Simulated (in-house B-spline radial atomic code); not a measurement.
RPA and G0W0 for P4+, [Ne] 3s1, highest spin, as one setting changes: the highest l of the empty states. Start: Hartree-Fock. A dash marks a level of low quasi-particle weight. Computed with a B-spline radial code for spherical atoms: all electrons, non-relativistic, point nucleus, each spin shell either full or empty, empty states to the listed l with an (l + 1/2)⁻⁴ tail; G0W0 by contour deformation at full frequency.

```
highest l of the empty states  RPA summed (Eh)  RPA extrapolated (Eh)  G0W0 level (eV)
                            3         -0.53391                -0.5918     3s up -65.61
                            4         -0.56657                -0.6016     3s up -65.60
                            5         -0.57963               -0.59781     3s up -65.60
                            6                ?                      ?                ?
                            7                ?                      ?                ?
                            8         -0.59103               -0.59555     3s up -65.60
                            9          -0.5922               -0.59536     3s up -65.60
                           10         -0.59295               -0.59524     3s up -65.60
                           11         -0.59346               -0.59515     3s up -65.60
```

What belongs in the row for 7?

RPA summed (Eh): -0.58912; RPA extrapolated (Eh): -0.59587; G0W0 level (eV): 3s up -65.60.

What belongs in the row for 6?

RPA summed (Eh): -0.58582; RPA extrapolated (Eh): -0.59646; G0W0 level (eV): 3s up -65.60.
